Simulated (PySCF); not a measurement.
# Simulated absorption spectrum

Species: C2H8N2Si2.
SMILES with atom numbers: `[CH2:1]=[CH:2][SiH:3]1[NH:4][SiH2:5][NH:6]1` (hydrogens: H7, H8 on C1; H9 on C2; H10 on Si3; H11 on N4; H12, H13 on Si5; H14 on N6)

Cartesian coordinates in Å at the GFN2-xTB level; atoms count from 1:
```
atom  x, y, z in Å
C1     2.3823   -0.2246   -0.2498
C2     1.6752    0.8748   -0.0454
Si3   -0.1492    0.8916    0.4041
N4    -0.7610   -0.5956    1.0756
Si5   -1.9111   -0.9382   -0.1804
N6    -1.2710    0.5202   -0.8775
H7     1.9304   -1.1993   -0.1598
H8     3.4307   -0.2082   -0.5116
H9     2.1666    1.8352   -0.1409
H10   -0.5146    2.0921    1.1604
H11   -0.6014   -1.0340    1.9625
H12   -3.3095   -0.8254    0.2264
H13   -1.6176   -2.1574   -0.9300
H14   -1.4506    0.9683   -1.7557
```

Computed with PySCF, TDDFT PBE0/def2-SVPD, vertical, gas phase, core orbitals frozen in the response.

Broadening: Gaussians 0.3 eV wide at half height, area fixed by f = 4.319×10⁻⁹ ∫ε dν̃. The cross-section is σ = 3.8235×10⁻²¹ ε cm², given in Mb (10⁻¹⁸ cm²). The width is an assumption, not a result. The curve ends short of the highest state used, and states not computed would add to its high-energy end.

| E (eV) | σ (Mb) |
| --- | --- |
| 4.34 | 0.01 |
| 4.38 | 0.04 |
| 4.42 | 0.10 |
| 4.46 | 0.24 |
| 4.49 | 0.44 |
| 4.53 | 0.88 |
| 4.57 | 1.59 |
| 4.61 | 2.62 |
| 4.65 | 3.90 |
| 4.69 | 5.25 |
| 4.72 | 6.17 |
| 4.76 | 7.00 |
| 4.80 | 7.22 |
| 4.84 | 6.75 |
| 4.88 | 5.74 |
| 4.91 | 4.79 |
| 4.95 | 3.50 |
| 4.99 | 2.38 |
| 5.03 | 1.53 |
| 5.07 | 0.96 |
| 5.11 | 0.61 |
| 5.14 | 0.44 |
| 5.18 | 0.29 |
| 5.22 | 0.19 |
| 5.26 | 0.12 |
| 5.30 | 0.07 |
| 5.33 | 0.04 |
| 5.37 | 0.02 |
| 5.41 | 0.01 |
| 5.45 | 0.01 |
| 5.49 | 0.01 |
| 5.53 | 0.01 |
| 5.56 | 0.03 |
| 5.60 | 0.07 |
| 5.64 | 0.14 |
| 5.68 | 0.26 |
| 5.72 | 0.45 |
| 5.75 | 0.64 |
| 5.79 | 0.92 |
| 5.83 | 1.21 |
| 5.87 | 1.43 |
| 5.91 | 1.55 |
| 5.95 | 1.52 |
| 5.98 | 1.40 |

Question: Locate the maxima and give the states behind the curve.

Answer: 259 nm (4.79 eV), ε about 1900, made up of S1 (100%); 209 nm (5.92 eV), ε about 410, made up of S3 (100%) (ε in L mol⁻¹ cm⁻¹; maxima over ε = 5, shares over 10%). The states used: S1 4.79 eV (f 0.021); S2 5.08 eV (f 0.0009); S3 5.92 eV (f 0.0045); S4 6.18 eV (f 0.0001); S5 6.42 eV (f 0.0030); S6 6.58 eV (f 0.138).

Question: Coming from long wavelengths, where does ε first pass 100 L mol⁻¹ cm⁻¹?

Answer: At about 277 nm (4.48 eV), 0.31 eV below S1.

Question: What would ε be at 4.79 eV, the highest of these maxima, with half the width (0.15 eV)?

Answer: About 3770 L mol⁻¹ cm⁻¹ against 1890, a factor of about 1.99; a lone state at its own centre would give exactly 2.

Question: On this curve, what absorbance would a 10⁻³ mol/L sample give at 254 nm over a 1 cm path?

Answer: 254 nm is 4.881 eV, where ε is about 1500 L mol⁻¹ cm⁻¹, so A = ε c l ≈ 1.5 (Beer–Lambert, with the gas-phase spectrum and the assumed width).

One conformer stands for the species.
